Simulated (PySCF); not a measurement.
# Polarisability and C₆ of Lu (lutetium, neutral)

[Xe] 4f14 5d2 6s1, high-spin 4F determinant (an excited configuration). Calculation: PySCF 2.14, in x2c-TZVPPall with one added diffuse shell each of s, p, d type (12s8p8d2f2g, 108 functions); the spin-free X2C one-electron Hamiltonian (Gaussian nucleus). Coupled (time-dependent) response in atomic units; α is the mean over directions.

| method | mean α (bohr³) | C₆ (like pair) | S(−4) |
| --- | --- | --- | --- |
| PW91 | 238.8 | 1438 | 567000 |

S(−4) is the Cauchy moment in α(ω) = α(0) + S(−4) ω² + …

Spin-orbit coupling is absent.

α(iu) at PW91:

| u (hartree) | α(iu) (bohr³) |
| --- | --- |
| 0 | 238.8 |
| 0.0500 | 76.91 |
| 0.100 | 48.69 |
| 0.200 | 25.01 |
| 0.300 | 15.70 |
| 0.500 | 9.018 |
| 0.750 | 6.141 |
| 1.00 | 4.724 |
| 1.50 | 3.171 |
| 2.00 | 2.300 |
| 3.00 | 1.378 |
| 5.00 | 0.6667 |

A single London oscillator, α(iu) = α/(1 + u²/ω²), gives C₆ = (3/4) ω α². Matching the computed C₆ needs ω = 4 × 1438 / (3 × 238.8²) = 0.0336 hartree.

Spin-orbit coupling, absent here, splits the open shell strongly.
